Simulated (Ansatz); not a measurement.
Species: CH5O3Si (charge 0, doublet). It need not be the lowest isomer of its formula. SMILES: C[Si]([O])(O)O
Coordinates optimised at B3LYP-D3(BJ)/def2-TZVP (Ansatz, an electronic-structure program):
```xyz
10

C      1.7613     0.3270     0.1913
Si    -0.0524    -0.0312    -0.0013
O     -0.0489    -1.4561    -0.8624
O     -0.9405     1.0777    -0.8326
O     -0.7158    -0.1054     1.4900
H      1.8562     1.2903     0.6995
H      2.2685     0.3843    -0.7712
H      2.2488    -0.4333     0.8015
H     -0.9082     1.0401    -1.7922
H     -1.6577     0.0639     1.5740
```
Charge 0, spin multiplicity 2.

Parts of the frozen-core correlation energy in cc-pVTZ (Ansatz, hartree). Frozen orbitals: 9; correlated occupied orbitals by spin: 16 and 15; virtual: 199 and 200. Open shells are spin-unrestricted. No spin-orbit coupling. No relativistic terms.

| term | value |
|---|---|
| reference (HF) | -554.54323 |
| MP2 opposite-spin | -0.72375 |
| MP2 same-spin | -0.23558 |
| CCSD correlation | -0.99314 |
| (T) | -0.03468 |
| T1 diagnostic | 0.014 |
| largest doubles amplitude | 0.013 |
| <S^2> of the reference | 0.757 |
